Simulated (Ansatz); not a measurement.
silanone (H2OSi), singlet, geometry from GFN2-xTB. Base run: PBE0/STO-3G in Ansatz (an electronic-structure program).

Geometry (Å):
```xyz
4

Si     0.0669    -0.4268     0.0027
O     -0.1659     1.0591    -0.0068
H     -0.9847    -1.4340    -0.0003
H      1.3760    -1.0641     0.0164
```
All else is at Ansatz's defaults.

The base run was repeated with changes; each row names its change, and settings that it needs were set with it.

```
change               basis functions      E (Eh)
-------------------  ---------------  ----------
base                              16  -361.24035
basis = def2-SV(P)                36  -365.52664
basis = 6-31G*                    38  -365.66635
basis = pc-1              (withheld)  (withheld)
basis = 6-31G**                   44  -365.66842
basis = 6-311G**          (withheld)  (withheld)
basis = def2-SVPD                 63  -365.54165
basis = cc-pVTZ                   92  (withheld)
basis = pcseg-2                   92  -365.74090
basis = cc-pV(T+d)Z       (withheld)  (withheld)
basis = cc-pVQZ                  174  -365.74572
basis = def2-QZVPP               187  -365.75223
basis = def2-QZVP                187  -365.75223
```

Q: Complete the blanks.

A: 
- basis = pc-1, basis functions: 42
- basis = pc-1, E (Eh): -365.67221
- basis = 6-311G**, basis functions: 57
- basis = 6-311G**, E (Eh): -365.71378
- basis = cc-pVTZ, E (Eh): -365.73140
- basis = cc-pV(T+d)Z, basis functions: 97
- basis = cc-pV(T+d)Z, E (Eh): -365.73790

Totals compare only among sets that treat the same electrons; sets with core potentials leave the core out.
